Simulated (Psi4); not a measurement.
CH₅FGaN, singlet, geometry from GFN2-xTB (such geometries of metal compounds can be far from the true shape).

The Psi4 input:
```
memory 2 GB

molecule {
0 1
  Ga    0.03537342    0.00674580    0.00771075
  F    -1.23015520   -1.14548341   -0.41278483
  C     0.02654510    1.74406023   -1.02867360
  H     0.61645176    1.63690592   -1.93858963
  H     0.44050867    2.54889997   -0.42401266
  H    -1.00428469    1.97172349   -1.30069390
  N     0.98886869   -0.64607856    1.43771325
  H     1.93985287   -0.35786521    1.62957783
  H     0.90094095   -1.64124482    1.61779719
}

set basis pcseg-1

energy('scf')
print_variables()
```

**Question.** Estimate the nuclear repulsion energy that HF/pcseg-1 run with Psi4 1.11 returns for this input.

**Answer.** 282.5190 Eh

**Question.** What number of basis functions does HF/pcseg-1 give?

**Answer.** 94

**Question.** Estimate the total energy that HF/pcseg-1 returns for this input.

**Answer.** -2117.675261 Ha

**Question.** Predict the dipole moment from HF/pcseg-1.

**Answer.** 3.28 D
